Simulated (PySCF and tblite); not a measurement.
Results of a calculation; reference values are marked as such.
C7H11N, numbered as in [N:1]#[C:2][CH:3]1[CH2:4][CH2:5][CH2:6][CH2:7][CH2:8]1.

Search: ETKDG, MMFF94s, GFN2-xTB, 60 starts; geometries at GFN2-xTB. Free energies are B3LYP-D3(BJ)/def2-SVP (IEF-PCM, chloroform) single points with GFN2-xTB rigid-rotor and vibrational terms (modes under about 100 cm⁻¹ blended into free rotors). Symmetry numbers and mirror images are counted. Conformers within 4 kcal/mol (GFN2-xTB free energy) were kept, 10 at most. Codes: tblite and PySCF.

Rotational constants are equilibrium values for the commonest isotopes; dipoles come from the energy level named and are polarised by its solvent model.

The 6-ring runs over atoms 3–4–5–6–7–8.

```json
{"conformer": "1", "shape": "6-ring chair (all substituents equatorial)", "symmetry": "Cs"}
{"conformer": "2", "shape": "6-ring chair (C2 axial)", "symmetry": "Cs"}
```

Question: Give the rotational constants and dipole components.

Answer: 
```
conformer  A (MHz)  B (MHz)  C (MHz)  abs μa (D)  abs μb (D)  abs μc (D)      κ  Ic−Ia−Ib (u Å²)
        1     4287     1431     1155        4.79        0.00        0.89  -0.82            -33.5
        2     3042     1814     1605        3.50        0.00        2.88  -0.71           -130.0
```

Question: Which type of transition is strongest for conformer 1?

Answer: a-type, since that component is clearly the largest; the top is near-prolate.
